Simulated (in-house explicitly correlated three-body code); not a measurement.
Computed with an exponentially correlated three-body code. Model: two electrons around a point charge, non-relativistic, variational in 260 exponentially correlated functions (energies converged to about 1e-7 hartree, or 1e-8 relative for large Z).

Command:
```bash
python run_hyl.py task.json out
```
Settings (lengths in bohr, energies in hartree):
```
Z                      18
screening              2.7
interaction_strength   1
functions              260
states_tried           13
```

Time taken, with all properties: 63 s on 1 thread of Arm Neoverse V2, with other jobs on the host.

**Those bound S and P states to n = 4 that converged, binding against the one-electron ion.**

Given: nuclear charge 18; Yukawa screening of all interactions 2.7 1/bohr.

Computed: one-electron threshold -118.409299 hartree.

| term | energy (hartree) | binding (eV) |
| --- | --- | --- |
| 1 1S | -228.217298 | 2988 |
| 2 3S | -126.026411 | 207.27 |
| 2 1S | ? | ? |
| 2 3P | -123.662504 | 142.95 |
| 2 1P | -123.36204 | 134.77 |

(1) What belongs in the row 2 1S?

**Converged states only, values per electron or pair (inverse distances are <exp(-kr)/r>).**

```json
{"term": "1 1S", "mean r (bohr)": "0.086787", "mean r squared (bohr²)": "0.010116", "mean inverse r (1/bohr)": "15.015", "mean r12 (bohr)": "0.12735", "mean inverse r12 (1/bohr)": "8.45", "mean cosine": "-0.0072158", "mean p1 dot p2 (bohr⁻²)": "2.1569", "delta r1 (bohr⁻³)": "1736.4", "delta r12 (bohr⁻³)": "198.95"}
{"term": "2 3S", "mean r (bohr)": "0.25225", "mean r squared (bohr²)": "0.11", "mean inverse r (1/bohr)": "8.576", "mean r12 (bohr)": "0.43156", "mean inverse r12 (1/bohr)": "1.1632", "mean cosine": "-0.0017103", "mean p1 dot p2 (bohr⁻²)": "0.088122", "delta r1 (bohr⁻³)": "969.67", "delta r12 (bohr⁻³)": "-"}
{"term": "2 1S", "mean r (bohr)": "0.25786", "mean r squared (bohr²)": "0.11582", "mean inverse r (1/bohr)": "8.5496", "mean r12 (bohr)": "0.4393", "mean inverse r12 (1/bohr)": "1.5813", "mean cosine": "-0.0026659", "mean p1 dot p2 (bohr⁻²)": "0.1288", "delta r1 (bohr⁻³)": "966.46", "delta r12 (bohr⁻³)": "24.472"}
{"term": "2 3P", "mean r (bohr)": "?", "mean r squared (bohr²)": "?", "mean inverse r (1/bohr)": "?", "mean r12 (bohr)": "?", "mean inverse r12 (1/bohr)": "?", "mean cosine": "?", "mean p1 dot p2 (bohr⁻²)": "?", "delta r1 (bohr⁻³)": "?", "delta r12 (bohr⁻³)": "-"}
{"term": "2 1P", "mean r (bohr)": "0.23729", "mean r squared (bohr²)": "0.10044", "mean inverse r (1/bohr)": "8.4859", "mean r12 (bohr)": "0.39616", "mean inverse r12 (1/bohr)": "1.7368", "mean cosine": "0.040724", "mean p1 dot p2 (bohr⁻²)": "13.551", "delta r1 (bohr⁻³)": "902.14", "delta r12 (bohr⁻³)": "6.3278"}
```

(2) What belongs in the row 2 3P?

**Electric-dipole lines between converged S and P states, rate of the upper state's decay.**

```
s state  p state  p minus s (eV)  oscillator strength from s  rate (1/s)
   1 1S     2 1P          2853.3                     0.51683  6.0858e+13
   2 1S     2 1P          59.435                     0.23358  1.1935e+10
   2 3S     2 3P          64.325                      0.2406  1.4399e+10
```

**Static dipole response.**

| state | polarisability (bohr³) |
| --- | --- |
| 1 1S | 0.00010245 |
| 2 3S | 0.045781 |

## Answers

(1) energy (hartree): -125.546219; binding (eV): 194.21.

(2) mean r (bohr): 0.23259; mean r squared (bohr²): 0.09587; mean inverse r (1/bohr): 8.5073; mean r12 (bohr): 0.39626; mean inverse r12 (1/bohr): 1.5059; mean cosine: -0.049268; mean p1 dot p2 (bohr⁻²): -14.159; delta r1 (bohr⁻³): 899.13.
